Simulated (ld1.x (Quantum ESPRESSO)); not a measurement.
**Scattering properties, RRKJ potential for Li**

Li (Z = 3), norm-conserving RRKJ (Kleinman–Bylander form), made with ld1.x (Quantum ESPRESSO) 7.5 (LDA (PZ), non-relativistic). Core [He], reference 2s0.5 2p0 (charge +0.5). Waves: 2s (bound): rc 3.25 bohr; 2p (bound, empty): rc 4.20 bohr; 3d channel at 0.1 Ry: rc 3.80 bohr. Local part: the d channel. Core correction: none.

The phase is arctan(r·u′/u) with u = r·R(r), unwrapped; energies in Ry, scanned from -2 to 5 Ry. A pole is an energy at which the radial function vanishes at the test radius. The pseudo phase is shifted by a multiple of π to meet the all-electron one at the reference energy, and phase errors are pseudo minus all-electron; the curves can meet again beyond the range given. Levels narrower than the energy grid can be missing from the lists of poles.

```csv
channel,radius (bohr),reference energy (Ry),"poles, all-electron","poles, pseudo",unbroken range about the reference energy with phases within 0.05 rad,phase error 1 Ry above the reference energy (rad)
s,4.57,-0.39,"-0.15, 1.74, 4.74","-0.15, 1.57, 3.62",below 0.5,-0.170
p,4.57,-0.25,"0.01, 1.57, 4.17","0.02, 1.82, 4.79",below 0.4,+0.524
d,4.57,0.10,"0.85, 3.01","0.86, 3.10",below 1.6,+0.003
```

Phases in the d channel:

```json
{"E (Ry)": "-2.00", "all-electron": "1.413", "pseudo": "1.413"}
{"E (Ry)": "-1.76", "all-electron": "1.402", "pseudo": "1.402"}
{"E (Ry)": "-1.52", "all-electron": "1.389", "pseudo": "1.389"}
{"E (Ry)": "-1.28", "all-electron": "1.372", "pseudo": "1.372"}
{"E (Ry)": "-1.04", "all-electron": "1.349", "pseudo": "1.349"}
{"E (Ry)": "-0.80", "all-electron": "1.317", "pseudo": "1.317"}
{"E (Ry)": "-0.56", "all-electron": "1.267", "pseudo": "1.268"}
{"E (Ry)": "-0.32", "all-electron": "1.176", "pseudo": "1.176"}
{"E (Ry)": "-0.08", "all-electron": "0.949", "pseudo": "0.949"}
{"E (Ry)": "0.16", "all-electron": "-0.012", "pseudo": "-0.012"}
{"E (Ry)": "0.40", "all-electron": "-1.177", "pseudo": "-1.177"}
{"E (Ry)": "0.64", "all-electron": "-1.460", "pseudo": "-1.459"}
{"E (Ry)": "0.88", "all-electron": "-1.582", "pseudo": "-1.580"}
{"E (Ry)": "1.12", "all-electron": "-1.673", "pseudo": "-1.670"}
{"E (Ry)": "1.36", "all-electron": "-1.785", "pseudo": "-1.777"}
{"E (Ry)": "1.60", "all-electron": "-2.046", "pseudo": "-2.009"}
{"E (Ry)": "1.84", "all-electron": "-3.412", "pseudo": "-3.166"}
{"E (Ry)": "2.08", "all-electron": "-4.361", "pseudo": "-4.307"}
{"E (Ry)": "2.32", "all-electron": "-4.550", "pseudo": "-4.527"}
{"E (Ry)": "2.56", "all-electron": "-4.630", "pseudo": "-4.615"}
{"E (Ry)": "2.80", "all-electron": "-4.679", "pseudo": "-4.666"}
{"E (Ry)": "3.04", "all-electron": "-4.716", "pseudo": "-4.704"}
{"E (Ry)": "3.28", "all-electron": "-4.751", "pseudo": "-4.736"}
{"E (Ry)": "3.52", "all-electron": "-4.788", "pseudo": "-4.768"}
{"E (Ry)": "3.76", "all-electron": "-4.837", "pseudo": "-4.807"}
{"E (Ry)": "4.00", "all-electron": "-4.922", "pseudo": "-4.862"}
{"E (Ry)": "4.24", "all-electron": "-5.150", "pseudo": "-4.968"}
{"E (Ry)": "4.48", "all-electron": "-6.504", "pseudo": "-5.312"}
{"E (Ry)": "4.72", "all-electron": "-7.497", "pseudo": "-6.963"}
{"E (Ry)": "4.96", "all-electron": "-7.675", "pseudo": "-7.554"}
```
